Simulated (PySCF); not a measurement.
Exercise with solution: entropy of an ideal gas

GeHFCl2, SMILES [F][GeH]([Cl])[Cl].

Geometry: PBE-D3(BJ)/def2-SVP.

PySCF 2.14.0 with PBE-D3(BJ)/def2-SVP gives the harmonic wavenumbers 138, 187, 205, 415, 445, 676, 690, 707, 2138 cm⁻¹ and the rotational temperatures 0.1802, 0.1008, 0.0732 K. The molar mass is 163.54 g/mol, the symmetry number 1, the spin multiplicity 1.

Task: Work out the entropy at 298.15 K and 1 atm in the rigid-rotor, harmonic-oscillator model.

Result: 
Translation (Sackur–Tetrode at 1 atm): S = R[1.5 ln M + 2.5 ln T − 1.16487] = 172.3 J/(mol K).
Rotation: q = (√π/σ) T^1.5/√(θA θB θC) = 250000, S = R[ln q + 3/2] = 115.8 J/(mol K).
Vibration: with u = 1.4388 ν/T, each mode gives R[u/(e^u − 1) − ln(1 − e^−u)]:
```csv
ν (cm⁻¹),modes,u,S (J/(mol K))
138,1,0.67,11.85
187,1,0.90,9.44
205,1,0.99,8.74
415,1,2.00,3.80
445,1,2.15,3.39
676,1,3.26,1.41
690,1,3.33,1.33
707,1,3.41,1.25
```
The stiffer modes add less than 0.005 each. Sum 41.2 J/(mol K).
Spin: R ln 1 = 0.0 J/(mol K).
Total 329.3 J/(mol K); the program's own thermochemistry gives 329.3. Translation makes up 52 % and vibration 13 %. Anharmonicity, hindered rotation and orbital degeneracy are left out.
